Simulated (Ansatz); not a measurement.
Worked example: SiHCl3 + SiCl3 → SiHCl2 + SiCl4

Species: SiHCl3 (trichlorosilane) `Cl[SiH](Cl)Cl`, singlet; SiCl3 `Cl[Si](Cl)Cl`, doublet; SiHCl2 `Cl[SiH]Cl`, doublet; SiCl4 (silicon tetrachloride) `Cl[Si](Cl)(Cl)Cl`, singlet. A radical takes Cl: the energy is the difference in strength between two Si–Cl bonds in different surroundings.

Shapes, held fixed at every level: PBE0-D4/def2-TZVP. Programs: Ansatz 0.2.0. The zero-point and thermal change to 298 K, harmonic and unscaled (PBE0-D4/def2-TZVP), is -1.6 kJ/mol.

At CCSD(T)/CBS estimate; 1 Eh = 2625.50 kJ/mol:

```
species   energy (Eh)
 SiHCl3  -1669.167356
  SiCl3  -1668.511226
 SiHCl2  -1209.276569
  SiCl4  -2128.399593
```

Question: Work out ΔH(298 K) of the reaction at this level.

Answer: 
1. Products less reactants: (-1209.276569) + (-2128.399593) − [(-1669.167356) + (-1668.511226)] = 0.002420 Eh = +6.4 kJ/mol.
2. With the thermal change: +6.4 + (-1.6) = +4.8 kJ/mol.

Other levels give +0.6 (MP2/def2-SVP) to +5.0 kJ/mol (HF/def2-SVP). No measured value is set beside it here. Open shells run unrestricted unless RO is named. The CBS estimate extrapolates MP2 from def2-TZVPP and def2-QZVPP and adds CCSD(T) − MP2 in the triple-zeta set, cores frozen.
